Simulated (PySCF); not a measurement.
## Excited states of Ni¹⁶⁺ (nickel, charge +16)

Ground state [Ne] 3s2, ¹S. Computed with PySCF 2.14 in an uncontracted even-tempered set (20 s from 0.224 bohr⁻², ratio 2.5; 13 p from 0.288 bohr⁻², ratio 2.5; 8 d from 0.361 bohr⁻², ratio 2.7; 4 f from 11 bohr⁻², ratio 2.7), with the spin-free X2C one-electron Hamiltonian (Gaussian nucleus). Vertical excitation energies in eV without spin-orbit coupling; excited terms of each kind are numbered among those the solver found. Frozen: 1s2.

```tsv
term	leading excitation	EOM-EE-CCSD
1 3P°	3s → p	35.254
1 1P°	3s → p	49.845
1 3D	3s → d	96.384
1 1D	3s → d	108.49
1 3S	3s → s	271.94
1 1S	3s → s	275.29
2 3P°	3s → p	289.60
2 3D	3s → d	310.66
2 1D	3s → d	311.05
```

Doubly excited terms such as np² are absent. The solver can miss terms. The 22 highest virtual orbitals were dropped.
